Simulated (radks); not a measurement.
Values are calculated unless marked as measured or tabulated.
All-electron atom: Er46+ in [Ne] 3s1.5 3p6 3d4 4d0.5 (fractional occupations, a model configuration). Code: a radial shooting solver on a logarithmic mesh with Libxc functionals. Model: scalar-relativistic Kohn-Sham, BLYP, spin-polarised, spherical densities, finite nucleus; open shells are filled with parallel spins first (spin-orbit coupling, left out, can overturn this in heavy ions); Fermi nuclear charge, rms radius 5.2516 fm. Some entries of the table are withheld. Estimate them.

orbital,occ.,eigenvalue (eV),<1/r> (bohr^-1)
1s up,1,-60143.99,77.55
1s down,1,-60142.05,77.55
2s up,1,-12349.14,18.16
2s down,1,-12328.38,18.18
2p up,3,-11249.83,16.76
2p down,3,-11233.34,16.78
3s up,1,(1),(2)
3s down,0.5,(3),(4)
3p up,3,-4224.174,6.677
3p down,3,-4198.426,6.654
3d up,4,-3862.493,6.343
3d down,0,-3831.746,6.330
4d up,0.5,-2043.049,3.306
4d down,0,-2032.627,3.289

Answer. 
(1) 3s up eigenvalue (eV): -4557.355
(2) 3s up <1/r> (bohr^-1): 7.103
(3) 3s down eigenvalue (eV): -4531.976
(4) 3s down <1/r> (bohr^-1): 7.079
